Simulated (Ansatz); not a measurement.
Ba₆O₅, relaxed as a singlet with RKS PBE-D4/def2-SVP in Ansatz, starting from the GFN1-xTB geometry. Force threshold 0.03 eV/Å.

In the def2 sets Ba takes a core potential; there is no spin–orbit coupling. Another isomer (singlet) lies 0.97 eV lower at PBE0-D4/def2-TZVP; other spin states weren't run for this one.

Start:

```xyz
11

Ba   -0.0176    2.5882   -2.6349
Ba    0.3632    3.0604    1.2417
Ba   -0.9358   -1.5548   -2.8743
Ba   -0.1650   -0.4206    3.2765
Ba    1.2971   -0.3717   -0.2936
Ba   -0.9061   -3.4745    0.9033
O     0.7424    0.8516    1.6277
O     0.1517    3.8103   -0.8109
O    -0.7448   -2.5003    2.8714
O    -0.0785   -2.3532   -0.8712
O     0.2934    0.3648   -2.4357
```

Q: Estimate the energy that the relaxation releases and the steps that it takes.

A: 44.5 kcal/mol, in 18 steps; 2.4 min on 4 threads of Arm Neoverse V1 on a shared host. The force fell under the threshold at step 12, but the optimiser went on and released 0.009 eV more. No frequencies were taken in this run, so the end may be a saddle point.

Q: Does the start keep its bonding and symmetry?

A: Bonds formed: Ba5–O8, Ba5–O9 (atoms count from 1). Point group Cs at the start, Cs at the end, both within 0.05 Å.

Q: Predict the relaxed structure.

A: 
| atom | x (Å) | y (Å) | z (Å) |
| --- | --- | --- | --- |
| Ba1 | 0.406 | 2.579 | -2.800 |
| Ba2 | 0.240 | 3.419 | 1.414 |
| Ba3 | -1.221 | -1.615 | -3.046 |
| Ba4 | -0.311 | -0.423 | 3.664 |
| Ba5 | 0.677 | -0.123 | -0.041 |
| Ba6 | -0.480 | -3.698 | 0.878 |
| O7 | -0.128 | 1.235 | 2.069 |
| O8 | 1.010 | 2.513 | -0.572 |
| O9 | 0.387 | -1.874 | 1.999 |
| O10 | -0.476 | -2.354 | -0.997 |
| O11 | -0.104 | 0.339 | -2.567 |
Bond lengths (bridged metal pairs left out): 15 × Ba–O 2.30 to 2.71 Å.
